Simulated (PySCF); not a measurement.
Input and output of a geometry optimisation on `C[C](=S)[GeH2][GeH3]`.

Level of theory: PySCF 2.14.0, PBE0-D3(BJ)/def2-SVP geometry optimisation, gas phase.

Input of the driver that calls PySCF (job settings, then Cartesian coordinates in Å, the GFN2-xTB start):

```
{"job": {"xc": "PBE0", "basis": "def2-SVP", "d3": "d3bj", "grid": 1, "kind": "geom"}, "charge": 0, "multiplicity": 1}
C     -1.8564    -0.5024    -0.8189
C     -1.1893    -0.6173     0.5006
S     -1.5134    -1.8284     1.5297
Ge     0.2023     0.6997     0.9685
Ge     2.2259     0.2991    -0.2314
H     -1.0995    -0.5043    -1.6081
H     -2.3775     0.4559    -0.8779
H     -2.5629    -1.3132    -0.9896
H      0.3747     0.6337     2.4587
H     -0.3432     2.0776     0.6605
H      3.3650     1.1635     0.2096
H      2.0705     0.5524    -1.7024
H      2.6995    -1.1157    -0.1169
```

Output:

```
step   0  E = -4631.73811887  max force = 0.016041
step   1  E = -4631.74252825  max force = 0.004989
step   2  E = -4631.74291442  max force = 0.000684
step   3  E = -4631.74293107  max force = 0.000511
step   4  E = -4631.74295986  max force = 0.000460
step   5  E = -4631.74301032  max force = 0.001091
step   6  E = -4631.74311130  max force = 0.001652
step   7  E = -4631.74320443  max force = 0.001282
step   8  E = -4631.74327720  max force = 0.000463
step   9  E = -4631.74329951  max force = 0.000400
step  10  E = -4631.74330763  max force = 0.000535
step  11  E = -4631.74331768  max force = 0.000379
optimisation converged
```

Energies are in Eh and forces in Eh/bohr. The run used 150 basis functions and 83 SCF iterations in all.

Hardware: one thread of an Arm Neoverse V1, shared host with 32 logical CPUs at a one-minute load of 10. Cost: 1.8 min of wall time, 0.72 GiB resident at most.

Task: How much energy does the optimisation gain, and how much of it in the first step?

Result: 3.3 kcal/mol (141 meV) from step 0 to step 11; the first step changes the energy by -2.8 kcal/mol. The largest force component goes from 0.0160 to 0.00038 Eh/bohr.

Final geometry (Å):

```
atom  x, y, z in Å
C1    -2.0855   -0.3323   -0.7671
C2    -1.1575   -0.6538    0.3567
S3    -1.0673   -2.1160    1.0606
Ge4    0.0919    0.7516    0.9632
Ge5    2.1874    0.2901   -0.1615
H6    -1.5262    0.0910   -1.6197
H7    -2.7946    0.4532   -0.4514
H8    -2.6463   -1.2188   -1.0953
H9     0.2326    0.6650    2.4893
H10   -0.4321    2.1511    0.5656
H11    3.2305    1.3885    0.1147
H12    1.9403    0.2176   -1.6805
H13    2.7383   -1.0640    0.3156
```

Point group C1. Not checked by PBE0-D3(BJ)/def2-SVP frequencies. After the best overlay, start and end differ by 0.37 Å (root mean square over atoms).

Bond lengths before and after (atoms numbered from 1 in input order):

```csv
bond,start (Å),end (Å),change (Å)
C1–C2,1.483,1.492,+0.009
C2=S3,1.622,1.625,+0.003
C2–Ge4,1.972,1.976,+0.004
Ge4–Ge5,2.386,2.423,+0.037
C1–H6,1.093,1.104,+0.011
C1–H7,1.092,1.104,+0.012
C1–H8,1.089,1.099,+0.010
Ge4–H9,1.502,1.535,+0.033
Ge4–H10,1.514,1.546,+0.032
Ge5–H11,1.496,1.540,+0.044
Ge5–H12,1.501,1.541,+0.040
Ge5–H13,1.496,1.538,+0.042
```
